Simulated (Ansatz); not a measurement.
Br2H2O2Si, SMILES `O[Si](O)(Br)Br`, relaxed with RKS PBE-D4/def2-SVP in Ansatz from a rough embedded geometry. The force threshold is 0.03 eV/Å; the program also tests the step.

The species carries charge 0 and has multiplicity 1.

Start:

```xyz
7

O     0.567   -0.926    0.866
Si    0.032    0.247   -0.131
O    -1.584    0.269   -0.006
Br    0.800    2.160    0.433
Br    0.611   -0.215   -2.203
H     1.603   -0.895    0.985
H    -2.028   -0.641    0.056
```

Problem. How much energy does the relaxation release, and in how many steps? (Estimate.)

Solution. Ansatz gave: 27.09 kJ/mol, in 6 steps.

Problem. Which bonds change most? (Estimate.)

Solution. Ansatz gave: Si2–Br4 from 2.137 to 2.216 Å; O1–H6 from 1.044 to 0.974 Å; Si2–Br5 from 2.200 to 2.242 Å; O3–H7 from 1.015 to 0.975 Å.

Problem. Give the relaxed structure. (An estimate is asked.)

Solution. Ansatz gave: 
```xyz
7

O     0.644   -0.877    0.965
Si    0.031    0.255   -0.083
O    -1.615    0.268    0.074
Br    0.714    2.312    0.381
Br    0.676   -0.249   -2.170
H     1.585   -1.103    0.856
H    -2.034   -0.607   -0.022
```
